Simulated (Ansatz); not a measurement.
H6AgN2 (SMILES [NH3]->[Ag+]<-[NH3]), charge +1, singlet, at a GFN2-xTB geometry (such geometries of metal compounds can be far from the true shape) (core potentials on Ag). Base run: HF/def2-SVP in Ansatz (a quantum-chemistry and plane-wave program).

Geometry (Å):
```xyz
9

Ag     0.0000     0.0000     0.0000
N     -1.2407    -0.6708     1.7729
H     -1.6572     0.1119     2.2757
H     -0.6933    -1.1915     2.4571
H     -2.0120    -1.2791     1.5010
N      1.2407     0.6708    -1.7729
H      0.9962     1.6091    -2.0871
H      1.1278     0.0601    -2.5810
H      2.2385     0.6896    -1.5656
```
Charge +1, spin multiplicity 1.
All else is at Ansatz's defaults.

The base run was repeated with changes; each row names its change, and settings that it needs were set with it.

```json
[
 {"change": "base", "basis functions": "89", "E (Eh)": "-258.26298"},
 {"change": "basis = x2c-SVPall; relativity = spin-free X2C", "basis functions": "111", "E (Eh)": "-5424.62905"},
 {"change": "basis = ANO-RCC-VDZP; relativity = spin-free X2C; nucleus = Gaussian", "basis functions": "101", "E (Eh)": "-5425.00658"},
 {"change": "basis = x2c-SVPall; relativity = spin-free X2C; nucleus = Gaussian", "basis functions": "111", "E (Eh)": "-5424.54433"},
 {"change": "basis = jorge-DZP-DKH; relativity = spin-free X2C; nucleus = Gaussian", "basis functions": "108", "E (Eh)": "-5422.32914"},
 {"change": "basis = jorge-DZP-DKH; relativity = none", "basis functions": "108", "E (Eh)": "-5272.00048"},
 {"change": "basis = jorge-DZP-DKH; relativity = spin-free X2C", "basis functions": "108", "E (Eh)": "-5422.42567"},
 {"change": "basis = ANO-RCC-VDZP; relativity = spin-free X2C", "basis functions": "101", "E (Eh)": "-5425.11865"},
 {"change": "basis = ANO-RCC-VDZP; relativity = none", "basis functions": "101", "E (Eh)": "-5190.95992"},
 {"change": "basis = x2c-SVPall; relativity = none", "basis functions": "111", "E (Eh)": "-5218.76121"}
]
```

Absolute energies of different levels of theory aren't comparable as measures of quality.

Ansatz warned in this series: the basis is contracted for relativity, which the run leaves out.

Basis sets contracted for a relativistic Hamiltonian are a mismatch without it, so the rows without relativity aren't non-relativistic limits. No row has spin-orbit coupling; sets with core potentials leave out the core electrons.
